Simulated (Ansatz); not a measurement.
`CCO[Si](C)(F)Cl` and `CCO[Si](C)(F)F` differ in one atom or group.

Ansatz, PBE0-D4/def2-TZVP geometries, multiplicity 1. Each molecule was computed in one conformer, which needn't be the lowest.

```
                                        property  `CCO[Si](C)(F)Cl`
size of the dipole moment (B3LYP/def2-TZVPP) / D               1.53
             HOMO–LUMO gap (PBE/def2-TZVPP) / eV               7.29
         HOMO–LUMO gap (ωB97M-V/def2-TZVPP) / eV              13.55
  size of the dipole moment (PBE/def2-TZVPP) / D               1.51
            HOMO–LUMO gap (PBE0/def2-TZVPP) / eV               9.72
           HOMO–LUMO gap (B3LYP/def2-TZVPP) / eV               9.13
```

Task: What does the change do to each property? (Best estimate.)

Result: Ansatz gave: 
```csv
property,`CCO[Si](C)(F)F`,shift
size of the dipole moment (B3LYP/def2-TZVPP) / D,1.40,-0.13
HOMO–LUMO gap (PBE/def2-TZVPP) / eV,7.41,0.12
HOMO–LUMO gap (ωB97M-V/def2-TZVPP) / eV,13.74,0.19
size of the dipole moment (PBE/def2-TZVPP) / D,1.36,-0.15
HOMO–LUMO gap (PBE0/def2-TZVPP) / eV,9.87,0.15
HOMO–LUMO gap (B3LYP/def2-TZVPP) / eV,9.27,0.14
```

Dipoles are sizes alone; their direction can turn.

B3LYP here is the variant with VWN-RPA as its local correlation; programs differ in this.
